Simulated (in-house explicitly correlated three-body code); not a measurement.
Computed with an exponentially correlated three-body code. Model: two electrons around a point charge, non-relativistic, variational in 260 exponentially correlated functions (energies converged to about 1e-7 hartree, or 1e-8 relative for large Z).

Command:
```bash
python run_hyl.py task.json out
```
Settings (lengths in bohr, energies in hartree):
```
Z                      2
screening              0.3
interaction_strength   1
functions              260
states_tried           13
```

Run time, properties included: 47 s on 1 thread of Intel(R) Xeon(R) Platinum 8488C (Sapphire Rapids), on a shared host.

**Those bound S and P states to n = 4 that converged, binding against the one-electron ion.**

Given: nuclear charge 2; Yukawa screening of all interactions 0.3 1/bohr.

Computed: one-electron threshold -1.4618432 hartree.

| term | energy (hartree) | binding (eV) |
| --- | --- | --- |
| 1 1S | -2.09862877 | 17.328 |
| 2 3S | -1.4742523 | 0.33767 |
| 2 1S | -1.46493647 | 0.084172 |

**Converged states only, values per electron or pair (inverse distances are <exp(-kr)/r>).**

```csv
term,mean r (bohr),mean r squared (bohr²),mean inverse r (1/bohr),mean r12 (bohr),mean inverse r12 (1/bohr),mean cosine,mean p1 dot p2 (bohr⁻²),delta r1 (bohr⁻³),delta r12 (bohr⁻³)
1 1S,0.95169,1.2608,1.3991,1.4565,0.68196,-0.061597,0.14665,1.7579,0.10081
2 3S,3.7772,30.066,0.88525,6.8528,0.051582,-0.0065185,0.0016462,1.256,-
2 1S,5.9317,84.828,0.86713,11.136,0.026911,-0.0031575,0.0017759,1.245,0.0018351
```

**Static dipole response.**

```tsv
state	polarisability (bohr³)
1 1S	1.583
```
